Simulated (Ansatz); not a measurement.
Consider the redistribution: `[Cu][I]` + `[SiH3][N]([SiH3])[Ag]` → `[SiH3][N]([SiH3])[Cu]` + `[Ag][I]`.

Isolated molecules relaxed with PBE0-D4/def2-TZVP in Ansatz; ΔE leaves out vibrations. CCSD(T)/CBS adds triple-zeta CCSD(T) − MP2 to the extrapolated MP2 energy (def2 sets, frozen cores). Functionals use def2-TZVPP. HSE06 is defined as in plane-wave codes. def2 core potentials past Kr. For Ag, Cu, I outer-core shells are correlated without core-valence functions, which leaves a few kJ/mol of doubt a bond. Scalar relativity is left out up to krypton.

| level | ΔE (kJ/mol) |
| --- | --- |
| PBE-D4 | -27.2 |
| BLYP-D4 | -25.8 |
| r2SCAN-D4 | -28.1 |
| r2SCAN0-D4 | -24.8 |
| HSE06-D4 | -24.3 |
| PBE-QIDH | -23.8 |
| PBE | -28.1 |
| CCSD/CBS(def2) | -23.5 |

Problem. What does CCSD(T)/CBS give? (Estimate.)

Solution. Ansatz gave: -24.3 kJ/mol. The listed levels differ from it by -2.9, -1.5, -3.8, -0.5, 0.0, 0.5, -3.8, 0.8 kJ/mol.

Largest T1 diagnostic among the species: 0.026, so the coupled-cluster value is less sure than usual.

From r2SCAN to r2SCAN0 (25 % exact exchange), in def2-TZVPP and without D4, ΔE moves by +3.2 kJ/mol. Leaving LDA and LC-ωPBE aside and taking each functional with its dispersion term where it has one, the values, not all of them listed here, spread over 7.1 kJ/mol, from B97M-V to BHLYP-D4.
